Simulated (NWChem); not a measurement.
Molecule: GaAsH₄; SMILES [GaH2][AsH2]

All runs: NWChem. The geometry was optimised at PBE-D3(BJ)/def2-SVP. Static field.

For level B3LYP/aug-cc-pVDZ:

- isotropic polarisability (bohr³): 70.4
- anisotropy (bohr³): 34.0

Problem. How do the values read with level LDA (Slater exchange, VWN5)/aug-cc-pVDZ instead?

Solution. The isotropic polarisability (bohr³) comes out as 73.2 and the anisotropy (bohr³) is 36.3.
